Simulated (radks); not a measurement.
Correlation energies from several functionals, in hartree. Species: Ag [Kr] 4d10 5s1; Al2+ [Ne] 3s1; Sb [Kr] 4d10 5s2 5p3; Sb4+ [Kr] 4d10 5s1; Mo [Kr] 4d5 5s1. All-electron calculation, non-relativistic Kohn-Sham, exchange-only PBE, spin-polarised, spherical densities, point nucleus. Program: a radial shooting solver on a logarithmic mesh with Libxc functionals. Every spin shell is full or empty, so the densities are truly spherical. Functionals are evaluated on that one density, not self-consistently.

functional	Ag	Al2+	Sb	Sb4+	Mo
PW92	-4.4384	-0.87668	-4.8310	-4.6706	-3.8119
VWN5	-4.4580	-0.88120	-4.8525	-4.6914	-3.8295
PZ	-4.4359	-0.87354	-4.8279	-4.6686	-3.8047
Wigner	-2.4902	-0.54261	-2.6477	-2.5228	-2.0712
Chachiyo	-4.3782	-0.86094	-4.7664	-4.6116	-3.7561
PBE	-2.4693	-0.39164	-2.6994	-2.5904	-2.0778
PBEsol	-2.7970	-0.46359	-3.0555	-2.9277	-2.3656
PW91	-2.6673	-0.43371	-2.9164	-2.8039	-2.2518
OP (B88)	-2.2922	-0.43125	-2.4730	-2.3918	-1.9276
TPSS	-2.4703	-0.39313	-2.6998	-2.5909	-2.0742
revTPSS	-2.5013	-0.40306	-2.7334	-2.6179	-2.1019
r2SCAN	-2.4877	-0.39312	-2.7147	-2.5873	-2.1018
